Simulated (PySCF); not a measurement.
Molecule: `O=C1CCOCC1`, C₅H₈O₂.

Atom-mapped SMILES (the numbers label the heavy atoms): `[O:1]=[C:2]1[CH2:3][CH2:4][O:5][CH2:6][CH2:7]1` (H(Xn): hydrogen on atom n).

Geometry PBE0-D3(BJ)/def2-SVP throughout; GIAO in PySCF, gas phase, one conformer, non-relativistic; equivalent atoms averaged; basis pcSseg-1.

For orientation, HF gives these absolute shieldings σ: O1 -335.3, O5 319.7, C2 -17.7, C4/C6 130.2, C3/C7 150.3, H(C4)/H(C6) 28.24, H(C3)/H(C7) 29.60 ppm.

A run gave: O1 -293.5, O5 263.0, C2 -9.3, C4/C6 110.9, C3/C7 137.4, H(C4)/H(C6) 27.23, H(C3)/H(C7) 29.01 ppm (absolute shieldings σ).

Which functional was used in that run?
A. LDA
B. B97-2
C. BHandHLYP
D. PBE0
E. KT2

## Answers

E. O1 tells them apart best: KT2 gives -293.5, PBE0 gives -346.4, B97-2 gives -326.8, LDA gives -359.4, BHandHLYP gives -350.3 ppm.
